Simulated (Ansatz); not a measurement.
Basis-set extrapolation for C2H9B2N, SMILES `CB(C)BN` (PBE0-D4/def2-TZVP geometry, frozen core, Ansatz). Multiplicity 1, RHF reference.

|  | def2-TZVPP | def2-QZVPP |
| --- | --- | --- |
| HF | -184.901354 | -184.910328 |
| MP2 correlation | -0.768805 | -0.818811 |
| CCSD(T) correlation | -0.855663 | not run |

Energies in hartree. Use E(X) = E(∞) + A·exp(−7.88·√X) for Hartree–Fock and E(X) = E(∞) + B·X^(−2.97) for correlation, with X = 3 and 4, and add CCSD(T) minus MP2 of the smaller set to the MP2 limit.

Problem. What is the CCSD(T) energy at the basis-set limit?

Solution. HF limit: -184.910328 + (-0.008974) × 0.13774 = -184.91156. MP2 limit: -0.818811 + (-0.050006) × 0.74074 = -0.85585. Higher-order term: -0.855663 − (-0.768805) = -0.08686. Total: -185.85427 hartree, 61.0 kcal/mol below CCSD(T)/def2-TZVPP.
